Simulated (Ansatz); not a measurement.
Coupled-cluster diagnostics for the cluster Na4H5⁻, Ansatz.

Geometry of the singlet (PBE-D4/def2-SVPD):

Cartesian coordinates in Å:
```
Na 1.566 1.920 -0.821
Na -1.436 -1.715 -0.984
Na -1.057 1.067 0.946
Na 1.136 -0.890 -2.802
H -0.448 -2.515 -2.603
H 0.357 2.567 0.993
H 1.017 -0.282 2.394
H 1.074 0.480 2.254
H -2.208 -0.632 0.622
```

Correlated methods freeze 4 core orbitals; core or outer-core shells of Na are correlated, in sets that lack core-valence functions. In the singlet, H7 and H8 lie 0.78 Å apart (atoms count from 1), so H2 has formed as a molecule. Another isomer (singlet) lies 0.77 eV lower at PBE0-D4/def2-TZVPD; other spin states weren't run for this one.

Estimate the CCSD(T) correlation energy, the shares of MP2 and (T), T1 and the reference's ⟨S²⟩ for: charge -1, singlet, own geometry in def2-TZVPD; and the rough time on 4 threads of Intel Xeon on a shared host.


```csv
state,basis,correlation (eV),MP2 share (%),(T) share (%),T1,⟨S²⟩ (pure),wall time,remarks
"charge -1, singlet, own geometry",def2-TZVPD,-23.328,91.6,1.4,0.013,0.00 (0.00),2.8 min,restricted SCF unstable
```
Customary marks for T1 are 0.02 (closed shells), 0.045 (open shells) and about 0.05 (3d metals). T1 stays under 0.02 throughout.
